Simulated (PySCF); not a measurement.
## Ionisation energy of Ga²⁺ by level of theory

Ga²⁺ [Ar] 3d10 4s1 (2S) → Ga³⁺ [Ar] 3d10 (1S), as a difference of total energies. Computed with PySCF 2.14 in def2-TZVPPD (7s5p5d1f, 54 functions), with no relativity, point nucleus. Correlated levels: valence and next inner shell: [Ne] frozen. The calculations carry no spin-orbit coupling.

```json
{"method": "UHF", "ionisation energy (eV)": "29.184"}
{"method": "LDA", "ionisation energy (eV)": "31.339"}
{"method": "PBE0", "ionisation energy (eV)": "30.657"}
{"method": "r2SCAN", "ionisation energy (eV)": "30.768"}
{"method": "BP86", "ionisation energy (eV)": "31.062"}
{"method": "CAM-B3LYP", "ionisation energy (eV)": "31.046"}
{"method": "MP2 (valence and next inner shell)", "ionisation energy (eV)": "29.697"}
{"method": "SCS-MP2 (valence and next inner shell)", "ionisation energy (eV)": "29.600"}
```

Question: Estimate what MN15 gives.

Answer: 29.972 eV, closest to MP2 (valence and next inner shell) among the rows shown.

Question: Estimate what PBE gives.

Answer: 31.029 eV, closest to CAM-B3LYP among the rows shown.

These non-relativistic numbers lack the scalar-relativistic shift.

Errors of the correlated levels include the incompleteness of this basis and the frozen core.

For comparison: 30.726 eV (measured; NIST Atomic Spectra Database, ionization energies).
